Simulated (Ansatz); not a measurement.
Frontier orbitals of C2H6Al2O.

Cartesian coordinates in Å:
```
C 0.168 0.839 1.862
Al -0.106 1.013 -0.063
C -1.274 -0.324 -0.830
O -1.554 -1.327 -1.442
Al 0.456 -1.339 -1.560
H -0.483 1.524 2.411
H 1.201 1.083 2.125
H -0.033 -0.176 2.209
H -0.092 2.279 -1.010
H 0.793 -1.046 -3.071
H 0.922 -2.527 -0.632
```

Charge 0, multiplicity 1. The bonds changed during the relaxation, so this is another structure than the one it started from. The structure was optimised at the PBE0-D4/def2-TZVP level. It is one conformer, not always the lowest. Basis def2-TZVPP, Ansatz.

Orbital energies of one run (eV). Highest occupied ones, from the top: -6.07, -8.06, -8.28, -9.52, -10.15, -10.92, -10.95, -13.01, -13.02, -14.67, -16.86, -18.88, -31.66, -72.97. Empty: -2.94, -1.97, -0.33, 0.05, 0.30, 0.87.

**Question.** Which functional gave them?
A. PBE
B. LDA (SPW92)
C. ωB97M-V
D. HSE06 (plane-wave form)

**Answer.** D. HOMO energies: HSE06 -6.07, LDA (SPW92) -5.61, PBE -5.48, ωB97M-V -8.40 eV.
